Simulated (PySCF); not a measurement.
Bi(Br)2(Me) (CH3BiBr2), SMILES [CH3][Bi]([Br])[Br].

Coordinates come from a PBE-D3(BJ)/def2-SVP optimisation. The structure was generated by enumeration; whether it is a known compound was not checked. The def2 effective core potentials stand for the cores of Bi; spin–orbit coupling is left out.

Computed with TDDFT-B3LYP/def2-SVPD run with PySCF 2.14.0.

Vertical excitations. Gas-phase values at a fixed geometry. State labels are in the subgroup Cs.

```
state  symmetry  energy (eV)  λ (nm)      f                                                               main pairs
-----  --------  -----------  ------  -----  -----------------------------------------------------------------------
S1           A'         3.69     336  0.011                                                           HOMO→LUMO 98 %
S2           A"         4.16     298  0.000                     HOMO→LUMO+1 54 %, HOMO−1→LUMO 27 %, HOMO−2→LUMO 19 %
S3           A"         4.23     293  0.005                                       HOMO−2→LUMO 66 %, HOMO−1→LUMO 30 %
S4           A"         4.30     288  0.024  HOMO→LUMO+1 42 %, HOMO−1→LUMO 32 %, HOMO−2→LUMO 15 %, HOMO−3→LUMO+1 9 %
S5           A'         4.33     286  0.008                                                         HOMO−3→LUMO 94 %
S6           A'         4.65     267  0.001                                                       HOMO−1→LUMO+1 94 %
S7           A'         4.77     260  0.004                                                       HOMO−2→LUMO+1 98 %
S8           A"         5.14     241  0.049                                                       HOMO−3→LUMO+1 77 %
S9           A'         5.16     240  0.022                                                         HOMO−4→LUMO 85 %
S10          A"         5.61     221  0.015                                                       HOMO−4→LUMO+1 93 %
T1           A'         3.31     375      0                                                           HOMO→LUMO 97 %
T2           A"         3.75     330      0                                       HOMO→LUMO+1 72 %, HOMO−2→LUMO 22 %
T3           A"         3.79     327      0                                                         HOMO−1→LUMO 91 %
T4           A'         4.00     310      0                                                         HOMO−3→LUMO 90 %
```
Triplets are in the Tamm–Dancoff approximation, which puts them higher than full response would, so one can lie above its singlet here.
